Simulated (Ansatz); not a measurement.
Born–Oppenheimer molecular dynamics of a periodic cell of 32 atoms, H$_{21}$O$_{10}$F (contents 10 H2O + 1 HF, density as packed 0.99 g/cm³ with natural masses). It starts from a partly relaxed structure (largest force component 0.26 eV/Å).

Level of theory: DFT PBE-D3(BJ), scalar-relativistic, plane waves, PAW in Ansatz. Settings: accuracy low, cutoff 420 eV, k mesh 1x1x1, fermi-dirac smearing 0.05 eV, no spin polarisation.

```
ensemble        : NVT, Langevin thermostat
time step       : 0.5 fs
steps asked     : 300
set temperature : 400 K
friction        : 0.02 /fs
seed            : 494735
```

First frame:

```xyz
32
Lattice="6.9382 0.0000 0.0000 0.0000 6.9382 0.0000 0.0000 0.0000 6.9382" Properties=species:S:1:pos:R:3
O 0.406 -0.398 1.275
H 0.329 0.296 0.559
H -0.258 -1.075 1.062
O 3.651 2.287 2.510
H 3.026 2.639 1.816
H 4.080 1.541 2.050
O 2.095 0.801 4.470
H 2.451 1.476 3.840
H 2.263 -0.011 3.920
O 1.831 3.219 0.690
H 2.178 3.872 0.057
H 1.151 3.666 1.267
O 0.082 1.532 6.336
H 0.660 2.212 6.779
H 0.607 1.304 5.529
O 6.187 5.810 4.077
H 6.094 5.529 5.014
H 6.854 6.519 4.063
O 6.731 3.771 2.322
H 6.537 4.470 2.999
H 5.866 3.450 2.012
O 3.407 4.022 4.845
H 3.672 3.275 4.267
H 3.082 4.691 4.197
O 3.951 0.544 6.865
H 4.820 0.800 6.504
H 3.331 0.666 6.112
O 2.539 5.728 2.677
H 3.299 5.927 2.104
H 1.744 5.985 2.114
F 5.284 4.624 6.373
H 4.524 4.410 5.766
```

Task: What does the run give?

Result: The run went to its last step.

```
steps done                                               : 300
time covered                                             : 150 fs
mean temperature over the second half                    : 368 K
spread of the potential energy over the second half      : 5.5 meV per atom
mean potential energy of the second half above the start : 38.6 meV per atom
```

A run of 0.15 ps of so small a system gives no equilibrium averages. Limits of this set-up: coarse k mesh, low accuracy level.

Task: What happens to the structure?

Result: Mean squared displacements from the first frame to the last, about the centre of mass: O 0.17 Å², H 0.31 Å², F 0.49 Å². This is one draw of velocities; another would differ in detail.

Task: How do temperature and energy run in time?

Result: 
| time (fs) | T (K) | potential energy less start (eV) |
| --- | --- | --- |
| 0.0 | 388 | 0.000 |
| 12.5 | 250 | 0.674 |
| 25.0 | 276 | 1.005 |
| 37.5 | 358 | 0.825 |
| 50.0 | 300 | 1.142 |
| 62.5 | 377 | 1.005 |
| 75.0 | 290 | 1.403 |
| 87.5 | 422 | 1.018 |
| 100.0 | 292 | 1.573 |
| 112.5 | 353 | 1.454 |
| 125.0 | 435 | 1.024 |
| 137.5 | 358 | 1.248 |
| 150.0 | 317 | 1.050 |

Run time: 6.1 min on 1 thread of Intel(R) Xeon(R) Platinum 8488C (Sapphire Rapids) (shared host), peak memory 0.49 GiB.
